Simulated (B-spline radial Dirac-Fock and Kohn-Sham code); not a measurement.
**Cu⁴⁺: eigenvalues, ΔSCF and the reference**

System: the Cu⁴⁺ ion, [Ar] 3d7.

The density-functional columns are spherical, spin-unpolarised Dirac-Kohn-Sham results without Breit or QED terms: −ε is minus the orbital energy of the initial state and ΔSCF the difference of two total energies. The reference in the last column comes from ΔSCF Dirac-Fock with Breit, self-energy and vacuum polarisation, finite nucleus, configuration average. All numbers are from a radial atomic solver, in eV; a selection of levels is shown. The Kohn-Sham columns are given as differences from the reference. For the 1s level of heavy atoms much of the gap between ΔSCF and the reference is the Breit and QED part, -16.2 eV here; for other levels the error of the functional can be larger.

| level | PBE −ε − DF | PBE ΔSCF − DF | LDA −ε − DF | LDA ΔSCF − DF | Dirac-Fock |
| --- | --- | --- | --- | --- | --- |
| K (1s) | -146.4 | +33.6 | -164.1 | +15.3 | 9066.3 |
| L1 (2s) | -54.0 | -22.8 | -56.0 | -24.6 | 1188.5 |
| L2 (2p1/2) | -38.2 | -0.7 | -38.7 | -1.2 | 1040.9 |
| L3 (2p3/2) | -38.6 | -1.9 | -39.1 | -2.3 | 1020.8 |
| M1 (3s) | -23.3 | -10.3 | -23.9 | -10.9 | 207.1 |
| M2 (3p1/2) | -16.7 | -3.9 | -16.8 | -4.0 | 159.1 |
| M3 (3p3/2) | -16.7 | -4.0 | -16.8 | -4.1 | 156.4 |
| M4,5 (3d) | -9.8 | +2.2 | -9.5 | +2.5 | 80.72 |

Values without a named source are computed, but for edge energies of neutral atoms, which are taken from tables.
